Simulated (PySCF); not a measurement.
Molfile (atoms numbered from 1):
```
C5H4F2S
     RDKit          3D

 12 12  0  0  0  0  0  0  0  0999 V2000
   -2.6831   -0.3758    0.1531 F   0  0  0  0  0  0  0  0  0  0  0  0
   -1.8775    0.6659   -0.2190 C   0  0  0  0  0  0  0  0  0  0  0  0
   -0.4391    0.2838   -0.0973 C   0  0  0  0  0  0  0  0  0  0  0  0
    0.0863   -0.8981    0.3125 C   0  0  0  0  0  0  0  0  0  0  0  0
    1.5023   -0.9152    0.3053 C   0  0  0  0  0  0  0  0  0  0  0  0
    2.0052    0.2680   -0.1145 C   0  0  0  0  0  0  0  0  0  0  0  0
    3.2913    0.5899   -0.2391 F   0  0  0  0  0  0  0  0  0  0  0  0
    0.7899    1.4381   -0.5141 S   0  0  0  0  0  0  0  0  0  0  0  0
   -2.1382    0.9197   -1.2546 H   0  0  0  0  0  0  0  0  0  0  0  0
   -2.1237    1.5122    0.4350 H   0  0  0  0  0  0  0  0  0  0  0  0
   -0.5179   -1.7342    0.6126 H   0  0  0  0  0  0  0  0  0  0  0  0
    2.1056   -1.7550    0.5940 H   0  0  0  0  0  0  0  0  0  0  0  0
  1  2  1  0
  2  3  1  0
  3  4  2  0
  4  5  1  0
  5  6  2  0
  6  7  1  0
  6  8  1  0
  8  3  1  0
  2  9  1  0
  2 10  1  0
  4 11  1  0
  5 12  1  0
M  END
```

Geometry: GFN2-xTB; GIAO absolute shieldings from PySCF, gas phase, non-relativistic, averaged over equivalent atoms.

At OLYP/6-31G (84 basis functions, 11 s wall time on 1 thread of an Arm Neoverse V1, shared host):
```tsv
atoms	σ (ppm)
F7	280.8
F1	413.7
C6	33.8
C3	72.7
C4	88.9
C5	99.0
C2	116.6
S8	402.4
H11	26.23
H12	26.93
H9/H10	27.23
```

Task: What do these become at PBE0/3-21G?

Result: 
| atoms | σ at PBE0/3-21G | change |
| --- | --- | --- |
| F7 | 312.5 | +31.7 |
| F1 | 446.4 | +32.7 |
| C6 | 51.7 | +17.9 |
| C3 | 90.7 | +18.0 |
| C4 | 103.0 | +14.1 |
| C5 | 113.0 | +14.0 |
| C2 | 135.1 | +18.5 |
| S8 | 452.8 | +50.4 |
| H11 | 26.33 | +0.10 |
| H12 | 27.12 | +0.19 |
| H9/H10 | 27.32 | +0.09 |

The largest change is at S8 (aromatic ring sulfur). Cost: 84 basis functions, 7.2 s wall time on 1 thread of an Arm Neoverse V1, shared host. The order of the carbon signals is the same at both levels.
